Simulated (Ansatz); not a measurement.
`[OH][GeH2][GeH2][OH]` + H₂ → `[OH][GeH3]` + `[OH][GeH3]` at 298.15 K and 1 bar (hydrogenolysis of a Ge–Ge bond).

Computed with Ansatz on PBE0-D4/def2-TZVP structures; ΔE is electronic, products minus reactants. CCSD(T)/CBS is the MP2 limit (def2-TZVPP, def2-QZVPP) plus CCSD(T) − MP2 in def2-TZVPP, frozen cores. This one scheme is used for every species. For Ge outer-core shells are correlated without core-valence functions, which leaves a few kJ/mol of doubt a bond. Scalar relativity is left out up to krypton. Each species was taken in one conformer, which may not be the lowest.

```csv
species,CCSD(T)/CBS energy (Eh),H − E (kJ/mol),S (J/(mol·K))
`[OH][GeH2][GeH2][OH]`,-4306.22051,179.0,377.7
H₂,-1.17544,35.1,130.4
`[OH][GeH3]`,-2153.69723,109.3,272.0
`[OH][GeH3]`,-2153.69723,109.3,272.0
```

H − E and S are ideal-gas, rigid-rotor, harmonic terms from PBE0-D4/def2-TZVP, for one conformer and one mirror image of each species. The MP2-based limit puts H₂ 0.8 mEh under its directly extrapolated value; such offsets cancel only in part. 1 Eh = 2625.50 kJ/mol, R = 8.31446 J/(mol·K).

Question: By hand: ΔE, ΔH, ΔS and ΔG.

Answer: ΔE = (-2153.69723) + (-2153.69723) − (-4306.22051) − (-1.17544) = 0.00149 Eh = 3.9 kJ/mol. Δ(H − E) = 109.3 + 109.3 − 179.0 − 35.1 = 4.5, so ΔH = 8.4 kJ/mol. ΔS = 272.0 + 272.0 − 377.7 − 130.4 = 35.9 J/(mol·K). ΔG = 8.4 − 298.15 × (35.9)/1000 = -2.3 kJ/mol.

Question: By hand: the equilibrium constant, and the temperature at which ΔG would vanish if ΔH and ΔS stayed fixed.

Answer: log₁₀ K = −ΔG/(RT ln 10) = 0.4. ΔG = 0 at ΔH/ΔS = 234 K, though so small a ΔH makes that figure unsure.

TΔS isn't small against ΔH here. The sign of ΔG lies within the doubt. A doubt of 5 kJ/mol in ΔE shifts log₁₀ K by 0.9 here. Other conformers and mirror images would add mixing entropy, several J/(mol·K) or more a flexible species. Modes under 60 cm⁻¹, often nearly free rotors, make the harmonic entropy too high. These are equilibria of isolated gas molecules and say nothing of rates. Largest T1 diagnostic: 0.012 (customary marks: 0.02 for closed shells, 0.045 for open ones).
